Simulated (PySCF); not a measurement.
# Two-component Hartree-Fock for Mo (molybdenum, neutral)

Start: [Kr] 4d5 5s1; 4d3/2 filled at m_j = -3/2, -1/2, +1/2, +3/2; 4d5/2 filled at m_j = +5/2; 5s1/2 filled at m_j = +1/2. Calculated with PySCF 2.14 in x2c-TZVPall-2c (8s9p7d1f, 77 functions): generalised Hartree-Fock with the X2C-1e Hamiltonian and a Gaussian nucleus; one run each with spin-orbit coupling (SO) switched off, then screened by Boettger's factors.

```
spinor shell  electrons  ε, spin-free (eV)  ε, screened SO (eV)  weight of nominal j (screened SO)  rms radius, screened SO (bohr)
       1s1/2          2           -20107.0             -20105.9                              1.000                          0.0404
       2s1/2          2            -2914.8              -2914.5                              1.000                           0.166
       2p1/2          2            -2599.2              -2672.8                              1.000                           0.145
       2p3/2          4            -2599.2              -2564.7                              1.000                           0.149
       3s1/2          2            -528.14              -528.06                              1.000                           0.456
       3p1/2          2            -421.84              -434.46                              1.000                           0.455
       3p3/2          4            -421.84              -415.90                              1.000                           0.465
       3d3/2          4            -248.97              -251.12                              0.972                           0.451
       3d5/2          6            -248.97              -247.48                              0.981                           0.455
       4s1/2          2            -78.865              -78.852                              1.000                            1.19
       4p1/2          2            -47.652              -52.354                              0.654                            1.34
       4p3/2          4            -47.652              -45.352                              0.827                            1.34
       4d3/2          4             -9.367               -9.392                              0.521                            2.11
       4d5/2          1             -9.367               -9.254                              1.000                            2.13
       5s1/2          1             -6.489               -6.490                              1.000                            3.94
```

```tsv
quantity	spin-free	screened SO
E (hartree)	-4045.95492	-4046.43058
M_J	3	3
⟨J²⟩	12.004	12.004
⟨L²⟩	0.000	0.013
⟨S²⟩	12.004	12.000
```

Each row is a mean over spinors that exchange with the open shell spreads, by up to 8.034 eV (4p3/2).

Rows whose weight is well below 1 are mixtures of j = l ± 1/2: exchange outweighs spin-orbit coupling there, and the label is only the starting occupation.

Breit and QED terms are absent; they matter most for the inner s and p1/2 levels.

Densities and radii are taken from the X2C orbitals without a picture-change correction, which distorts them close to the nucleus.

Without spin-orbit coupling the j labels of p, d and f shells carry no meaning; the spin-free column gives the mean over the occupied spinors of each nl shell.
